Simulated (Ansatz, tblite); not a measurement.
Removing and adding an electron: TiBr₄. The state is a singlet with charge 0. Geometry: PBE0-D4/def2-SVP. Ansatz, gas phase; energy differences of separate SCF runs; the oxidised species was run as a doublet alone; the reduced species was run as a doublet alone.

```xyz
5

Ti    0.0000    0.0000    0.0000
Br   -0.1725    1.2069    1.9579
Br    1.9373    0.5945   -1.1015
Br   -1.8186    0.4522   -1.3446
Br    0.0538   -2.2536    0.4882
```

The xTB rows come from tblite. HOMO above LUMO, or a gap near zero within one spin, warns that the state may not be the lowest or that an electron is smeared out.

Estimate orbital energies and vertical ionisation energies and electron affinities at: GFN1-xTB; GFN2-xTB; PBE-D4/def2-TZVP; PBE-D4/def2-TZVPD; PBE0-D4/def2-TZVP; PBE0-D4/def2-TZVPD; CAM-B3LYP-D4/def2-TZVP; CAM-B3LYP-D4/def2-TZVPD.


```
                  level  −HOMO (eV)  vertical IE (eV)  −LUMO (eV)  vertical EA (eV)  HOMO–LUMO gap (eV)  IE − EA (eV)                                                                   remarks
               GFN1-xTB       11.86             15.13        9.55              6.36                2.31          8.78                                                                         –
               GFN2-xTB       12.45             14.84       10.19              7.46                2.25          7.38                                                                         –
       PBE-D4/def2-TZVP        7.53              9.95        4.44                 –                3.09             –                                gap within one spin near zero (+1 doublet)
      PBE-D4/def2-TZVPD        7.56                 –        4.47              1.95                3.09             –  HOMO above zero (-1 doublet), gap within one spin near zero (-1 doublet)
      PBE0-D4/def2-TZVP        8.76             10.47        3.69                 –                5.07             –                                                                         –
     PBE0-D4/def2-TZVPD        8.78                 –        3.71              2.65                5.07             –                                                                         –
 CAM-B3LYP-D4/def2-TZVP       10.00             10.74        2.69                 –                7.31             –                                                                         –
CAM-B3LYP-D4/def2-TZVPD       10.02                 –        2.72              2.96                7.31             –                                                                         –
```

   A HOMO above zero means that the electron is unbound at that level or that self-interaction error raises the level; the energy of removing that electron tells which. Raw xTB energy differences between charge states are shifted by several eV; the methods need an empirical correction for them.
